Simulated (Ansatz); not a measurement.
`C[BH][ZnH]` + `N=CO` → `O/C=[N]/[ZnH]` + `BC` at 700 K and 1 bar (cleavage of the Zn–B bond).

Isolated molecules relaxed with PBE0-D4/def2-TZVP in Ansatz; ΔE leaves out vibrations. CCSD(T)/CBS is the MP2 limit (def2-TZVPP, def2-QZVPP) plus CCSD(T) − MP2 in def2-TZVPP, frozen cores. This one scheme is used for every species. For Zn outer-core shells are correlated without core-valence functions, which leaves a few kJ/mol of doubt a bond. Scalar relativity is left out up to krypton. Each species was taken in one conformer, which may not be the lowest.

```
        species  CCSD(T)/CBS energy (Eh)  H − E (kJ/mol)  S (J/(mol·K))
   `C[BH][ZnH]`              -1844.18606           200.1          391.6
         `N=CO`               -169.71775           160.4          306.3
`O/C=[N]/[ZnH]`              -1948.09320           165.9          389.2
           `BC`                -65.83255           189.6          311.0
```

H − E and S are ideal-gas, rigid-rotor, harmonic terms from PBE0-D4/def2-TZVP, for one conformer and one mirror image of each species. 1 Eh = 2625.50 kJ/mol, R = 8.31446 J/(mol·K).

**Question.** By hand: ΔE, ΔH, ΔS and ΔG.

**Answer.** ΔE = (-1948.09320) + (-65.83255) − (-1844.18606) − (-169.71775) = -0.02194 Eh = -57.6 kJ/mol. Δ(H − E) = 165.9 + 189.6 − 200.1 − 160.4 = -5.0, so ΔH = -62.6 kJ/mol. ΔS = 389.2 + 311.0 − 391.6 − 306.3 = 2.3 J/(mol·K). ΔG = -62.6 − 700 × (2.3)/1000 = -64.2 kJ/mol.

**Question.** By hand: the equilibrium constant, and the temperature at which ΔG would vanish if ΔH and ΔS stayed fixed.

**Answer.** log₁₀ K = −ΔG/(RT ln 10) = 4.8. ΔH and −TΔS have one sign here, so there is no such temperature. One of them is within its doubt of zero, so this could turn.

The number of gas molecules stays the same, so ΔS is small and ΔH decides. A doubt of 5 kJ/mol in ΔE shifts log₁₀ K by 0.4 here. Other conformers and mirror images would add mixing entropy, several J/(mol·K) or more a flexible species. These are equilibria of isolated gas molecules and say nothing of rates. Largest T1 diagnostic: 0.017 (customary marks: 0.02 for closed shells, 0.045 for open ones).
